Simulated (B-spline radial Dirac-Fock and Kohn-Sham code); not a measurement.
The computed values come from an atomic code on a B-spline grid: Dirac-Fock energy differences between relaxed states, corrected for Breit and QED terms. Free neutral atoms.

Question: Order these X-ray lines by photon energy, lowest first.
A. Ge Lβ6
B. Mn Lγ5
C. I Mγ
D. Se Lη
E. Pr Mζ2
F. Ni Lβ4

Answer: B (657.3 eV), E (702.9 eV), C (829.1 eV), F (942.2 eV), A (1211.6 eV), D (1242.3 eV).
